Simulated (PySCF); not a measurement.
C5H8Si.
Geometry (GFN2-xTB, Å), atoms numbered from 1 in this order:
```xyz
14
C5H8Si angstrom
C      2.0818   -0.2657    0.0603
C      0.5981   -0.1441    0.0278
C     -0.2536   -1.1649    0.2020
C     -1.6718   -0.8475    0.1360
C     -1.9874    0.4335   -0.0919
Si    -0.4051    1.4404   -0.2589
H      2.4954    0.3706    0.8427
H      2.5083    0.0650   -0.8867
H      2.3938   -1.2932    0.2443
H      0.0595   -2.1846    0.3841
H     -2.3995   -1.6367    0.2702
H     -3.0068    0.7751   -0.1595
H     -0.1986    2.0149   -1.5898
H     -0.2147    2.4367    0.7974
```

The calculation used TDDFT CAM-B3LYP/def2-SVPD, vertical, gas phase, core orbitals frozen in the response in PySCF.

Transition dipole moments from the ground state, in atomic units and in the frame of the coordinates above (overall signs are arbitrary), for the states with f of 0.002 or more among the lowest 6:

```csv
state,E (eV),μx,μy,μz
S1,4.277,0.849,-0.149,0.032
S4,6.144,0.001,-0.026,-0.146
S5,6.395,0.001,-0.021,-0.119
S6,6.869,-0.194,-0.337,0.058
```

(1) Work out the oscillator strengths.

(2) Label these states by symmetry in Cs.

(3) What angle do the transition dipoles of S1 and S6 make?

(4) How is the summed strength of these states shared among x, y and z?

(5) What peak molar absorption coefficient would the strongest computed level give as a lone Gaussian band 0.4 eV wide at half height?

Answers

(1) f = (2/3) ΔE |μ|² with ΔE in hartree (27.2114 eV).

| state | \|μ\|² (au) | \|μ\| (D) | f |
| --- | --- | --- | --- |
| S1 | 0.745 | 2.19 | 0.078 |
| S4 | 0.022 | 0.38 | 0.003 |
| S5 | 0.015 | 0.31 | 0.002 |
| S6 | 0.155 | 1.00 | 0.026 |

(2) Polarised normal to the mirror plane, so A″: S4 and S5. Polarised in the mirror plane, so A′: S1 and S6.

(3) |cos θ| = |μa·μb| / (|μa| |μb|) = 0.33, so θ ≈ 71° (taken between 0 and 90°, since the signs are arbitrary).

(4) (2/3) Σ ΔE μα² gives 0.082 for x, 0.022 for y and 0.006 for z, 0.110 in all.

(5) ε(max) = 2.175×10⁸ f / FWHM, with the width in cm⁻¹. S1: 2.175×10⁸ × 0.0780 / 3226 ≈ 5300 L mol⁻¹ cm⁻¹.
